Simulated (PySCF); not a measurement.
C4H2BrCl, SMILES C#C/C(Br)=C\Cl. Heavy atoms are numbered as in [CH:1]#[C:2]/[C:3]([Br:4])=[CH:5]\[Cl:6]. Hydrogens are named by the atom that carries them.

Coordinates come from a ωB97X-D3(BJ)/def2-SVP optimisation. The structure was generated by enumeration; whether it is a known compound was not checked.

The numbers are results of KT2/pcSseg-1 in PySCF, not measurements.

GIAO shieldings, no solvent; atoms alike by connectivity are averaged. δ = σ(ref) − σ: ¹³C against TMS (σ = 185.1 ppm); ³⁵Cl against HCl (σ = 945.4 ppm); ¹H against TMS (σ = 31.47 ppm), references at their B3LYP-D3(BJ)/def2-TZVP geometries, non-relativistic (without spin–orbit terms, shifts of atoms bonded to Cl or Br come out too high).

Computed chemical shifts:
```tsv
nucleus	atoms	count	δ (ppm)
¹³C	C5 (CH)	1	131.8
¹³C	C3	1	114.5
¹³C	C1 (CH)	1	90.5
¹³C	C2	1	78.1
³⁵Cl	Cl6	1	281.8
¹H	H on C5	1	6.64
¹H	H on C1	1	4.17
```
